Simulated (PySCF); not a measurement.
## CaIn at B97-3

Level: B97-3. PySCF, scalar-relativistic core potentials, basis sets Ca def2-SVPD, In def2-SVPD with ECP28.

| Property | Result |
| --- | --- |
| state | ²Π (doublet), unpaired electrons π ↑ |
| bond length | 3.344 Å |
| harmonic wavenumber | 118 cm⁻¹ |
| force constant | 0.245 mdyn/Å |
| rotational constant Be | 0.05086 cm⁻¹ |
| anharmonicity ωexe | 0.794 cm⁻¹ |
| vibration–rotation constant αe | 0.000365 cm⁻¹ |
| well depth De to Ca + In | 11.0 kcal/mol |
| dissociation energy D0 | 10.8 kcal/mol |
| bond order (Mayer) | 1.04 |
| dipole moment (positive dipole means Ca(−)In(+)) | -2.01 D |

Spin–orbit coupling is left out, which matters for elements this heavy, above all for dissociation energies. The state was picked by a PBE0 search and need not be the measured ground state.
